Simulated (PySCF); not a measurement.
**Iodine: a sound run and one with changed settings**

Sound run: I [Kr] 4d10 5s2 5p5, I⁺ [Kr] 4d10 5s2 5p4. Computed with PySCF 2.14 in cc-pVDZ-PP with ECP28MDF, with a scalar-relativistic core potential. The sound run starts from symmetry-adapted Hartree-Fock orbitals and uses a fine grid where one is needed.

Changed run: basis STO-3G, all-electron and non-relativistic. This setting is unsound on purpose.

```json
{"species": "I", "method": "UHF", "sound run (hartree)": "-294.65276", "changed run (hartree)": "-6850.67625", "converged": "yes"}
{"species": "I", "method": "PBE", "sound run (hartree)": "-295.66049", "changed run (hartree)": "-6852.16245", "converged": "yes"}
{"species": "I", "method": "M06-L", "sound run (hartree)": "-295.84542", "changed run (hartree)": "-6852.92732", "converged": "yes"}
{"species": "I⁺", "method": "UHF", "sound run (hartree)": "-294.30032", "changed run (hartree)": "-6850.40437", "converged": "yes"}
{"species": "I⁺", "method": "PBE", "sound run (hartree)": "-295.27486", "changed run (hartree)": "-6851.84251", "converged": "yes"}
{"species": "I⁺", "method": "M06-L", "sound run (hartree)": "-295.46127", "changed run (hartree)": "-6852.60437", "converged": "yes"}
```

Ionisation energy of I:

```csv
method,sound run (eV),changed run (eV)
UHF,9.591,7.398
PBE,10.494,8.706
M06-L,10.453,8.788
```

A minimal basis cannot let orbitals breathe on ionisation and holds almost no correlation. The Hamiltonian changed with the basis, so the totals do not compare.

For comparison, NIST gives 10.451 eV between the lowest levels.
